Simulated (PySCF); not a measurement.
An unknown is described by computed data only.

Elements present: C, H and O. Monoisotopic mass: 130.1358 u.

| Item | Value |
| --- | --- |
| Triplet | lowest triplet excitation (Tamm–Dancoff): 7.13 eV [TDA CAM-B3LYP/def2-SVPD] |
| UV, first state | lowest singlet excitation: 7.23 eV (172 nm, f = 0.001) [TDDFT CAM-B3LYP/def2-SVPD] |
| Dipole | 1.19 D [CAM-B3LYP/def2-SVPD] |
| NMR, other nuclei | isotropic shieldings of nuclei other than C and H, by class: 237 (1 O) ppm [GIAO B3LYP/pcSseg-1] |
| UV, strongest line | among the 10 lowest singlet transitions: S7 at 8.81 eV (141 nm, f = 0.032) [TDDFT CAM-B3LYP/def2-SVPD] |
| Rotational structure | rotational constants A, B, C: 2.112, 0.935, 0.790 GHz [PBE0-D3(BJ)/def2-SVP] |
| 13C NMR | chemical shifts (computed TMS as zero) by class: 76.0 (2 C), 33.2 (2 C), 21.8 (2 C), 13.4 (2 C) ppm [GIAO B3LYP/pcSseg-1] |
| Valence photoelectron | vertical ionisation energy: 9.17 eV [ΔSCF CAM-B3LYP/def2-SVPD] |

The electronic properties come from PySCF, for the isolated species, density fitting. Levels stand in brackets. Isolated species at its PBE0-D3(BJ)/def2-SVP geometry (one conformer only). NMR classes are plain means over equivalent atoms (diastereotopic ones count apart unless rotation or inversion swaps them), as if these changed places fast.

Problem. Which formula fits the mass and the elements?

Solution. C8H18O (calculated 130.1358). No other formula that holds each of these elements comes within 0.0003 u with a fitting electron parity and a possible valence count.

Problem. Give a SMILES that accounts for the data.

Solution. Numbering: `[CH3:1][CH2:2][C@@H:3]([CH3:4])[O:5][C@@H:6]([CH3:7])[CH2:8][CH3:9]`. Its formula, C8H18O, gives 0 degrees of unsaturation, so no ring and no π bond. 8 carbons fall into 4 classes; from least to most shielded: sp3 carbon bound to oxygen [C3/C6] (76.0 ppm, 2 C), chain CH2 carbon [C2/C8] (33.2 ppm, 2 C, up to 2.8 ppm apart in this geometry), methyl carbon [C4/C7] (21.8 ppm, 2 C), methyl carbon [C1/C9] (13.4 ppm, 2 C). The other shieldings belong to: 237 ppm, ether oxygen [O5]. The first electron is taken from the HOMO, whose largest Löwdin shares are 0.53 on the ether oxygen, 0.08 on an sp3 carbon bound to oxygen, 0.08 on a chain CH2 carbon and 0.07 on an sp3 carbon bound to oxygen. The optimised geometry has point group C1 and is an asymmetric top. Structure: s-Bu2O, `C[C@H](O[C@H](C)CC)CC`. Computed isomers that give other values at the same levels: `CC(C)(C)OC(C)(C)C` (rotational constant A: 2.321 GHz; this holds for the one conformer computed); `CCCCOCCCC` (vertical ionisation energy: 9.50 eV); `CCC[C@@H](C)OC(C)C` (smallest rotational constant: 0.721 GHz; this holds for the one conformer computed). The assignments are read from this structure; whether some other isomer fits the data as well wasn't checked.

Conformer computed: `[CH3:1][CH2:2][C@@H:3]([CH3:4])[O:5][C@@H:6]([CH3:7])[CH2:8][CH3:9]`: C1–C2–C3–C4 177°, C2–C3–O5–C6 153°, C3–O5–C6–C7 150°, O5–C6–C8–C9 172°.
